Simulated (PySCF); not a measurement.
2-methyl-[1,2,4]diazaphospholo[1,5-a]pyridine, C7H7N2P.
Z-matrix (Å and degrees, PBE0-D3(BJ)/def2-SVP geometry), rows numbered from 1:
```
C 
C   1  1.4948
N   2  1.3207  1  118.05
N   3  1.3339  2  109.81  1   179.92
C   4  1.3657  3  120.45  2  -179.96
C   5  1.3643  4  120.01  3   179.99
C   6  1.4196  5  119.62  4     0.01
C   7  1.3722  6  119.80  5    -0.02
C   4  1.3869  3  116.82  2     0.01
P   9  1.7536  4  110.68  3    -0.02
H   1  1.0982  2  109.73  3     0.02
H   1  1.1006  2  111.13  3  -120.28
H   1  1.1006  2  111.16  3   120.34
H   5  1.0898  4  114.58  3    -0.00
H   6  1.0904  5  119.21  4  -179.99
H   7  1.0917  6  119.87  5   179.99
H   8  1.0914  7  121.18  6  -179.98
```

Computed with PySCF at PBE0/def2-SVPD, non-relativistic, on one gas-phase PBE0-D3(BJ)/def2-SVP geometry that isn't relaxed in the solvent. The solvent is an IEF-PCM continuum (van der Waals radii × 1.2), and excitations are vertical TDDFT with non-equilibrium linear response and a frozen core. Only the electrostatic response of the medium enters.

```csv
run,E − E(gas) (kcal/mol),HOMO (eV),HOMO–LUMO gap (eV),dipole (D),lowest singlet (eV),static polarisability (au)
gas,0.00,-5.97,4.57,2.34,3.75,124.7
P,-3.89,-6.03,4.67,3.23,3.85,165.1
Q,-5.59,-6.08,4.71,3.64,3.92,187.5
```

Problem. The runs were made in chloroform and water. Which run belongs to which solvent?

Solution. P = chloroform, Q = water. The dielectric constants are 4.711 (chloroform), 78.36 (water), and the energy falls further as ε rises. The optical constants n² used for the excitations are 2.09, 1.78 in the same order. In this model the ground state sees the solvent through ε alone.

Problem. How constant is the ratio of the lowering to (ε − 1)/(2ε + 1)?

Solution. 
```csv
solvent,(ε − 1)/(2ε + 1),E − E(gas) (kcal/mol),ratio (kcal/mol),polarisation term (kcal/mol)
chloroform,0.356,-3.89,-10.9,-4.47
water,0.490,-5.59,-11.4,-6.83
```

The ratio changes by +4.3 % in size from chloroform to water. The polarisation term is half the interaction of the solute with the induced surface charges.
